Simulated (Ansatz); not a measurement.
System: Si₂H₅ (charge +1, singlet). 
Coordinates optimised at B3LYP-D3(BJ)/def2-TZVP (Ansatz, a program for electronic structure):
```xyz
7

Si     1.1954    -0.1217     0.0165
Si    -1.1623     0.1212    -0.0275
H      2.1297     0.9663     0.3668
H      1.8973    -1.3972    -0.2278
H     -1.4532    -0.2060     1.3867
H     -1.3998     1.5295    -0.3817
H     -1.6373    -0.8859    -0.9894
```
Charge +1, spin multiplicity 1.

Basis-set convergence of Hartree-Fock and CCSD(T) correlation energies (hartree) with Ansatz. Cores are frozen in the correlated levels unless marked. No spin-orbit coupling. No relativistic terms.

| basis | functions | E(HF) | E(corr, CCSD(T)) |
|---|---|---|---|
| def2-SVPD | 88 | -580.28645 | -0.23942 |
| def2-TZVPPD | 181 | [?] | [?] |

Q: Complete the blanks.

A: 
- def2-TZVPPD, E(HF): -580.48756
- def2-TZVPPD, E(corr, CCSD(T)): -0.27788
